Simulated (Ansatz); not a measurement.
CH$_{6}$O$_{2}$SSi, SMILES `C[Si](O)(O)S`. Charge 0, multiplicity 1. All single points use the PBE0-D4/def2-TZVP geometry. It is one conformer, not always the lowest.

```xyz
11

C    -1.277   -0.661   -0.100
Si    0.258    0.360    0.035
O     0.244    1.434    1.277
O     0.355    1.212   -1.354
S     1.998   -0.848    0.392
H    -2.139   -0.009   -0.261
H    -1.443   -1.242    0.808
H    -1.213   -1.352   -0.943
H     0.407    1.100    2.160
H     1.128    1.767   -1.474
H     1.682   -1.761   -0.540
```

Q: What is the dipole moment at ωB97M-V/def2-TZVPP? (Best estimate.)

A: Ansatz gave: 0.84 D, with components (-0.21, -0.67, 0.45) D in this frame, pointing from negative to positive charge.

Q: And with PBE, r2SCAN, B3LYP? (An estimate is asked.)

A: The calculation gave: PBE 0.79 D, r2SCAN 0.81 D, B3LYP 0.85 D.

Q: Give the Mulliken charges with ωB97M-V, B3LYP, r2SCAN in def2-TZVPP. (An estimate is asked.)

A: Computed: 
```csv
atom,ωB97M-V,B3LYP,r2SCAN
C1,-0.45,-0.39,-0.32
Si2,0.64,0.69,0.71
O3,-0.37,-0.38,-0.40
O4,-0.37,-0.39,-0.41
S5,-0.29,-0.32,-0.32
H6,0.13,0.11,0.09
H7,0.12,0.10,0.07
H8,0.12,0.10,0.07
H9,0.18,0.18,0.20
H10,0.18,0.19,0.20
H11,0.12,0.10,0.10
```

B3LYP here is the variant with VWN-RPA as its local correlation; programs differ in this.
